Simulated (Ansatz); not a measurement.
A CCSD(T) single point on BrH$_{4}$NSeSi (`N[SiH]([SeH])Br`).

```yaml
crystal:
  periodic: [false, false, false]
  atoms:
    - {symbol: N, position_ang: [-0.162275, 1.423327, -0.220079]}
    - {symbol: Si, position_ang: [-0.308484, -0.216633, 0.189852]}
    - {symbol: Se, position_ang: [1.761140, -0.847524, 0.863084]}
    - {symbol: Br, position_ang: [-0.971716, -1.592454, -1.448743]}
    - {symbol: H, position_ang: [-0.979112, 2.012385, -0.255371]}
    - {symbol: H, position_ang: [0.553866, 1.731542, -0.858308]}
    - {symbol: H, position_ang: [-1.359235, -0.326592, 1.222195]}
    - {symbol: H, position_ang: [1.558017, -2.241052, 0.451569]}
basis:
  gaussian: {orbitals: def2-SVP}
correlation: {method: ccsd_t}
```

```sh
$ ansatz run in.yaml --threads 4 --pin off --events-out ev --progress --plain --max-ram 10444MiB
```

The program prints (abridged):

```
Functional definition: HF
1128 factors; integrals over basis functions are off by at most 1.2e-3 eV
mean field evaluation 1: about -144689.6702 eV, gradient 3.0e1 eV
mean field evaluation 2: about -144689.6835 eV, gradient 3.0e1 eV
mean field evaluation 4: about -144692.0352 eV, gradient 2.5e0 eV
mean field evaluation 8: about -144692.0644 eV, gradient 1.8e-1 eV
mean field evaluation 16: about -144692.0448 eV, gradient 4.6e-1 eV
mean field -144692.06454552 eV, -5317.3352962438 hartree, gradient 6.2e-6 eV, S^2 0.000000; 0 other end points of the search recorded, 0 dependent functions left out
24 core orbitals not correlated: weight in the atoms' cores, before any rotation towards them, 1.000 or more for the frozen orbitals, at most 0.000 for the correlated occupied ones
reference -144692.06454552 eV, -5317.3352962438 hartree; 23, 23 occupied and 69, 69 virtual orbitals, 1128 factors
second order -19.96319533 eV of doubles, -0.00000000 eV of singles
cycle   1  -20.16796144 eV  change   -2.0e-1 eV  update   8.6e-2
cycle   2  -20.63648498 eV  change   -4.7e-1 eV  update   2.5e-2
cycle   3  -20.68989890 eV  change   -5.3e-2 eV  update   1.1e-2
cycle   4  -20.68093871 eV  change    9.0e-3 eV  update   2.5e-3
cycle   5  -20.68224009 eV  change   -1.3e-3 eV  update   1.1e-3
cycle   6  -20.68193603 eV  change    3.0e-4 eV  update   3.2e-4
cycle   7  -20.68173735 eV  change    2.0e-4 eV  update   1.2e-4
cycle   8  -20.68178293 eV  change   -4.6e-5 eV  update   3.4e-5
perturbative correction -0.51924759 eV, -0.0190819969 hartree
Total energy: -144713.26557604 eV, -5318.1144197449 hartree
```

Hardware: 4 threads of an Arm Neoverse V1 on a shared host. Wall time 9 s, peak host memory 0.56 GiB.

The correlation energy is -21.201 eV, 2.4 % of it from (T); the T1 diagnostic reads 0.0080.
